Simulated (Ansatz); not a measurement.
Total energies of GeS (`[S+]#[Ge-]`).

Bond lengths: S1–Ge2 2.014 Å.

The species carries charge 0 and has multiplicity 1. Correlated methods include outer-core shells of Ge, which these sets cover unevenly. Scalar relativity is left out up to krypton. The structure was optimised at the PBE0-D4/def2-TZVP level. Basis def2-TZVPP, the Gaussian-basis code of Ansatz.

RPA on PBE orbitals: Hartree–Fock energy of these orbitals -2472.90578 Eh, correlation -0.61359 Eh (frozen core).

```tsv
functional	energy without D4 (Eh)	D4 term (kJ/mol)
LDA (SPW92)	-2470.71878	–
revPBE	-2475.01282	-9.8
BLYP	-2475.31072	-9.3
r2SCANh	-2475.18946	-0.9
r2SCAN0	-2475.17315	-1.0
BHLYP	-2475.21669	-7.5
LC-ωPBE	-2474.82708	–
ωB97X-V	-2474.97799	–
ωB97M-V	-2475.10695	–
B2PLYP	-2474.75006	–
```

Task: Give the same for PBE, r2SCAN, B97M-V, PBE0, B3LYP, HSE06 (plane-wave form), CAM-B3LYP, PBE-QIDH. (Best estimate.)

Result: Ansatz gave: 
| functional | energy without D4 (Eh) | D4 term (kJ/mol) |
| --- | --- | --- |
| PBE | -2474.76039 | -4.3 |
| r2SCAN | -2475.20096 | -0.8 |
| B97M-V | -2474.74555 | – |
| PBE0 | -2474.83677 | -3.6 |
| B3LYP | -2475.30439 | -7.3 |
| HSE06 (plane-wave form) | -2474.83041 | -3.5 |
| CAM-B3LYP | -2475.36715 | -3.8 |
| PBE-QIDH | -2474.41672 | – |

B3LYP takes the VWN-RPA correlation (the form of Gaussian; ORCA's B3LYP/G). HSE06 is the plane-wave form, built on full-range PBE exchange. The double hybrids freeze the cores in their second-order part.

LC-ωPBE has ω = 0.4 bohr⁻¹.
